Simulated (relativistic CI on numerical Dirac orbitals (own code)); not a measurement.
d1 to d9 in one octahedral field

Computed with a parametric ligand-field model without spin-orbit coupling, by exact diagonalisation: B = 450, C = 2150, 10Dq = 38600 cm⁻¹ (Oh; |10Dq|/B = 85.8) for every shell. Energies in cm⁻¹; the field energy is (0.6 n_e − 0.4 n_t2) × 10Dq of the ground term; g labels are left out. So small a B with so large a field is typical of 4d and 5d ions, where spin-orbit coupling, left out here, reaches 1,000 to 4,000 cm⁻¹.

```
Shell  Ground term  Electrons in e  Field energy  First spin-allowed bands  Lowest term of other spin
   d1          2T2           0.000        -15440                  2E 38600                           
   d2          3T1           0.004        -30727      3T2 37420, 3T1 42990                   1T2 7107
   d3          4A2           0.000        -46320      4T2 38600, 4T1 43790                   2E 10155
   d4          3T1           0.007        -61477       3E 36404, 3T1 36951                   1T2 6442
   d5            ?               ?             ?                         ?                          ?
   d6          1A1           0.012        -92174      1T1 36864, 1T2 43586                  3T1 32416
   d7           2E           1.007        -69194      2T1 36762, 2T2 37353                  4T1 28365
   d8          3A2           2.000        -46320      3T2 38600, 3T1 43790                    1E 7869
   d9           2E           3.000        -23160                 2T2 38600
```

Task: Fill in the row of d5.

Result: Ground term: 2T2; Electrons in e: 0.014; Field energy: -76643; First spin-allowed bands: 2A2 35674, 2T1 35830; Lowest term of other spin: 4T1 28298. Low spin: d4, d5, d6, d7; the other shells keep the spin of the free ion. Only d4 to d7 can choose; the field needed to pair spins is smallest for d6 and largest for d5, which loses most exchange energy. In the strong-field picture 10Dq must exceed about 6B + 5C = 13450 (d4), 7.5B + 5C = 14125 (d5), 2.5B + 4C = 9725 (d6) and 4B + 4C = 10400 (d7); mixing of terms shifts these bounds somewhat.
